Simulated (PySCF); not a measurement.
# Effect of structural changes

Computed, not measured: quadratic response CAM-B3LYP/aug-cc-pVDZ first hyperpolarisability, Taylor convention, gas phase in PySCF 2.14.0. Geometry: PBE0-D3(BJ)/def2-SVP.

Each molecule in one low-energy conformer. The parent is [C-]#[N+]B1C=CC=CN1.

**Question.** How does the norm of the vector part βᵢ = ⅓ Σⱼ (βᵢⱼⱼ + βⱼᵢⱼ + βⱼⱼᵢ) of the static first hyperpolarisability change along this series?
- [C-]#[N+]B1C=CC=CN1 (base)
- [C-]#[N+]B1C=CC=CN1SC (H replaced by SCH3)
- [C-]#[N+]B1C=CC=CN1C=C (H replaced by vinyl)

**Answer.** 
```csv
molecule,static β vector norm (au),static β HRS (au),S1 (eV)
[C-]#[N+]B1C=CC=CN1,287,118,4.94
[C-]#[N+]B1C=CC=CN1SC,205,84,4.74
[C-]#[N+]B1C=CC=CN1C=C,247,106,4.48
```
The norm of the vector part βᵢ = ⅓ Σⱼ (βᵢⱼⱼ + βⱼᵢⱼ + βⱼⱼᵢ) of the static first hyperpolarisability is lowest for [C-]#[N+]B1C=CC=CN1SC and highest for [C-]#[N+]B1C=CC=CN1.
